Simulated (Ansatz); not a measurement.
Cost and result up the ladder for PdAu2 (3 atoms). The state is a singlet with charge 0. Geometry: PBE-D4/def2-TZVP.

```xyz
3

Pd    1.7120    0.5131    1.5932
Au   -2.0735   -0.1411   -1.1628
Au    0.3614   -0.3720   -0.4305
```

Ansatz on 4 threads of Arm Neoverse N1 on a shared host. Times are rough, and most runs start from the orbitals of an earlier one. r2SCAN0-D4/def2-TZVP serves as the yardstick here, not as an exact answer. Binding counts from free atoms at the same level (Pd singlet, Au doublet; other spins of the atoms weren't run), without zero-point energy or a counterpoise term.

In the def2 sets Au, Pd take a core potential; there is no spin–orbit coupling. Correlated methods freeze no core orbitals; core or outer-core shells of Pd, Au are correlated, in sets that lack core-valence functions. No other spin state of charge 0 was run. Another isomer (singlet) lies 0.76 eV lower at PBE0-D4/def2-TZVP; other spin states weren't run for this one.

Correlated methods converge slowly with the basis.

```
                         level  functions  wall time  binding energy per atom (eV)  difference from r2SCAN0-D4/def2-TZVP (eV)               remarks
PBE-D4/def2-TZVP (with forces)        120      2.3 s                          1.21                                       0.22  restricted, untested
             PBE0-D4/def2-TZVP        120      2.9 s                          0.98                                      -0.01                     –
            BHLYP-D4/def2-TZVP        120      3.6 s                          0.79                                      -0.20                     –
           r2SCAN-D4/def2-TZVP        120      4.4 s                          1.22                                       0.23                     –
          r2SCAN0-D4/def2-TZVP        120      5.5 s                          0.99                                       0.00                     –
             CCSD(T)/def2-TZVP        120       41 s                          0.96                                      -0.03                     –
```
